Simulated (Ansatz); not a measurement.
Mulliken charges of CH₃B₂Br, SMILES `BrC1BB1` from PBE/def2-TZVPP in Ansatz (PBE0-D4/def2-TZVP geometry).

```csv
atom,x (Å),y (Å),z (Å),charge (e)
Br1,-2.219,-1.008,-0.538,-0.017
C2,-0.548,-0.234,-0.086,0.065
B3,0.111,0.490,0.977,-0.221
B4,0.987,0.190,-0.279,-0.098
H5,0.028,-0.496,-1.050,0.155
H6,-0.113,0.922,2.050,0.047
H7,1.816,0.068,-1.120,0.068
```

Question: By hand: the dipole of these point charges (1 e Å = 4.8032 D).

Answer: Σ q r = (0.003, -0.154, -0.328) e Å, of length 0.362 e Å = 1.74 D.

Question: How does the dipole of the full density compare? (Estimate.)

Answer: Computed: (0.081, -0.086, -0.240) e Å, 1.28 D; the point charges give 1.36 times that, at 18° from its direction.

Point charges leave out the atoms' own dipoles, such as those of lone pairs, and Mulliken's split depends on the basis, so the two needn't agree.
